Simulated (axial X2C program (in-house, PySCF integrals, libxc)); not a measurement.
HfO⁺: nuclear properties from DFT to coupled cluster

Computed with an in-house all-electron X2C program for linear molecules (integrals from PySCF): two-component X2C with atomic mean-field Coulomb and Gaunt terms, Gaussian nuclei, basis Hf dyall-acv3z, O dyall-av3z with contracted cores.

R = 1.682 Å (near the PBE0 minimum at charge 1 of the determinant lowest at the starting distance; the state shown can have its own minimum elsewhere); state Ω = 1/2 (⟨Sz⟩ = 0.50, ⟨Lz⟩ = 0.00 at PBE0).

```json
{"level": "PBE0", "Eeff magnitude (GV/cm)": "23.9", "Ws magnitude Hf (kHz)": "43.1", "A∥/gI Hf (MHz)": "15700", "A∥/gI O (MHz)": "39.5"}
{"level": "HF", "Eeff magnitude (GV/cm)": "32.6", "Ws magnitude Hf (kHz)": "58.6", "A∥/gI Hf (MHz)": "14700", "A∥/gI O (MHz)": "10"}
{"level": "B3LYP", "Eeff magnitude (GV/cm)": "24.6", "Ws magnitude Hf (kHz)": "44.7", "A∥/gI Hf (MHz)": "15900", "A∥/gI O (MHz)": "42.3"}
```

Eeff is the effective electric field on the electron electric dipole moment in this Ω state and Ws the scalar–pseudoscalar constant of the nucleus named (defined with the proton number Z and per Ω); A∥ (defined per Ω) follows by multiplying with gI = μI/(I μN). The operators were transformed with the bare-nucleus X2C matrices; with these basis sets, hyperfine constants and field gradients can be off by tens of per cent, and where levels differ in sign neither size nor sign is settled.

Finite-field MP2, CCSD and CCSD(T), with 17 electrons correlated in 130 natural virtual spinors (MP2 remainder added):

```json
{"level": "MP2", "Eeff magnitude (GV/cm)": "23.2", "Ws magnitude Hf (kHz)": "42.6", "A∥/gI Hf (MHz)": "15500", "A∥/gI O (MHz)": "73"}
{"level": "CCSD", "Eeff magnitude (GV/cm)": "26.6", "Ws magnitude Hf (kHz)": "48.1", "A∥/gI Hf (MHz)": "15400", "A∥/gI O (MHz)": "38.2"}
{"level": "CCSD(T)", "Eeff magnitude (GV/cm)": "25.6", "Ws magnitude Hf (kHz)": "46.3", "A∥/gI Hf (MHz)": "15300", "A∥/gI O (MHz)": "42.3"}
```

T1 = 0.023 (Lee–Taylor). One unrestricted determinant, the lowest of a limited PBE0 search, is the reference; the functionals treat spin collinearly. Correlation of the inner shells is missing, which matters for properties at the nucleus. Number of frozen shells: Hf 4 s, 3 p, 2 d, 1 f; O 1 s.

Task: By how much does correlation change each value, CCSD(T) against HF?

Result: Eeff magnitude -21 %; Ws magnitude Hf -21 %; A∥/gI Hf 4 %; A∥/gI O 323 %.
